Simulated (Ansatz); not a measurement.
Task: Name a neutral molecule of F, N, S, Si and H with HOMO–LUMO gap (PBE/def2-TZVPP) between 4.60 and 4.90 eV and size of the dipole moment (PBE/def2-TZVPP) between 2.60 and 2.90 D (Ansatz, PBE0-D4/def2-TZVP geometry).

Result: `N[SiH2][SiH](F)S` (4.77 eV, 2.73 D). Other molecules can fit too; these were computed, each in one conformer that needn't be the lowest.
